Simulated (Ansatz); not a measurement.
Relaxation of F₄H₄OW (10 atoms, charge 0, multiplicity 1), to a largest force component of 0.03 eV/Å in at most 50 steps.

Level of theory: RKS revPBE/def2-SVP (Ansatz).

```xyz
10
Properties=species:S:1:pos:R:3:forces:R:3
W 0.214 0.177 -0.344 -0.14 0.08 0.07
F -0.406 0.771 2.580 -0.37 -0.12 -0.04
O 1.784 -0.654 -1.036 -0.02 -0.01 0.01
H 2.393 -1.065 -0.392 0.02 0.00 -0.01
F -0.096 2.008 -0.025 0.01 -0.03 -0.02
F -1.518 -0.483 -0.067 0.02 0.00 -0.01
H 0.484 -1.087 0.779 0.02 0.02 -0.02
F -0.051 0.368 -2.219 0.01 -0.02 0.00
H 1.375 0.560 0.868 0.09 -0.02 0.02
H 0.494 0.984 2.453 0.36 0.10 -0.01
```

**Question.** Where does it end, and by what steps?

**Answer.** It converged. After 26 steps the energy has fallen by 0.129 eV; H10 moved furthest, 0.95 Å. Joined: W1–F2 (3.05 → 2.50 Å).

```tsv
step	energy less start (eV)	largest force component (eV/Å)	accepted
0	0.0000	0.366	yes
1	0.0432	2.091	no
2	-0.0114	0.524	yes
3	-0.0264	0.524	yes
4	-0.0467	0.429	yes
5	-0.0411	0.715	no
6	-0.0630	0.183	yes
7	-0.0615	0.463	no
8	-0.0703	0.100	yes
9	-0.0724	0.082	yes
10	-0.0746	0.200	yes
11	-0.0743	0.532	no
12	-0.0773	0.144	yes
13	-0.0800	0.143	yes
14	-0.0839	0.264	yes
15	-0.0837	0.851	no
16	-0.0902	0.152	yes
17	-0.0959	0.143	yes
18	-0.1032	0.414	yes
19	-0.1128	0.393	yes
20	-0.0999	0.682	no
21	-0.1219	0.250	yes
22	-0.1231	0.443	yes
23	-0.1103	0.397	no
24	-0.1286	0.051	yes
25	-0.1288	0.054	yes
26	-0.1290	0.022	yes
```

```xyz
10
Properties=species:S:1:pos:R:3
W 0.290 0.158 -0.151
F -0.334 0.583 2.227
O 1.685 -0.689 -1.138
H 2.349 -1.166 -0.602
F 0.153 2.023 0.298
F -1.417 -0.585 0.130
H 0.676 -1.205 0.807
F -0.168 0.578 -1.956
H 1.649 0.364 0.875
H -0.212 1.518 2.108
```

Whether the end is a true minimum wasn't checked by a vibrational analysis.

The run took 50 s on 4 threads of Arm Neoverse V1 (shared host), peak memory 0.17 GiB.
